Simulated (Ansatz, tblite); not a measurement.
Cost and result up the ladder for AlF3 (4 atoms). The state is a singlet with charge 0. Geometry: PBE-D4/def2-TZVP.

```xyz
4

Al    0.0000    0.0000    0.0000
F     1.1046   -1.0458    0.6317
F    -0.6213    1.2055    0.9348
F    -0.4833   -0.1597   -1.5665
```

Ansatz on 2 threads of AMD EPYC 7R43 on a shared host; xTB runs through tblite on one thread. Times are rough, summed over both states, and most runs start from the orbitals of an earlier one. PBE0-D4/def2-TZVP serves as the yardstick here, not as an exact answer. The other state is a triplet.

The xTB rows come from tblite.

xTB has no spin-polarisation term.

```json
{"level": "GFN2-xTB", "functions": "21", "wall time": "0.01 s", "vertical triplet (eV)": "5.94", "difference from PBE0-D4/def2-TZVP (eV)": "-2.08"}
{"level": "GFN1-xTB", "functions": "21", "wall time": "0.012 s", "vertical triplet (eV)": "5.22", "difference from PBE0-D4/def2-TZVP (eV)": "-2.79"}
{"level": "PBE-D4/def2-TZVP", "functions": "130", "wall time": "2.9 s", "vertical triplet (eV)": "7.09", "difference from PBE0-D4/def2-TZVP (eV)": "-0.93"}
{"level": "PBE0-D4/def2-TZVP (with forces)", "functions": "130", "wall time": "5.7 s", "vertical triplet (eV)": "8.02", "difference from PBE0-D4/def2-TZVP (eV)": "0.00"}
{"level": "r2SCAN-D4/def2-TZVP (with forces)", "functions": "130", "wall time": "6.9 s", "vertical triplet (eV)": "7.56", "difference from PBE0-D4/def2-TZVP (eV)": "-0.46"}
```
